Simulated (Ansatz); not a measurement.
The cluster Pb₃⁺, relaxed as a quartet with UKS PBE0-D4/def2-SVP in Ansatz, starting from the PBE0-D4/def2-SVP geometry of the charge +1 doublet. Force threshold 0.02 eV/Å.

In the def2 sets Pb takes a core potential; there is no spin–orbit coupling. The structure comes from a short search, and lower isomers may exist.

Start:

```xyz
3

Pb    0.6567   -1.4090    1.2420
Pb    1.0732    0.4186   -1.0590
Pb   -1.7299    0.9904   -0.1829
```

| step | energy (eV) | largest force component (eV/Å) | SCF passes |
| --- | --- | --- | --- |
| 1 | -15739.5678 | 1.140 | 71 |
| 2 | -15739.9040 | 0.366 | 48 |
| 3 | -15739.9414 | 0.333 | 47 |
| 4 | -15739.9547 | 0.009 | 41 |

Force components are those of the run's own axes.

End:

| atom | x (Å) | y (Å) | z (Å) |
| --- | --- | --- | --- |
| Pb1 | 0.398 | -1.277 | 1.233 |
| Pb2 | 1.243 | 0.492 | -1.235 |
| Pb3 | -1.641 | 0.785 | 0.002 |

By distances, no bond broke or formed, bridged metal pairs apart. The bond that changes most is Pb1–Pb3, from 3.67 to 3.15 Å (atoms count from 1). Metal–metal contacts that move far: Pb1–Pb3 3.67 to 3.15 Å.

No frequencies were taken in this run, so the end may be a saddle point.

It took 13 s on 4 threads of Arm Neoverse V1 on a shared host.
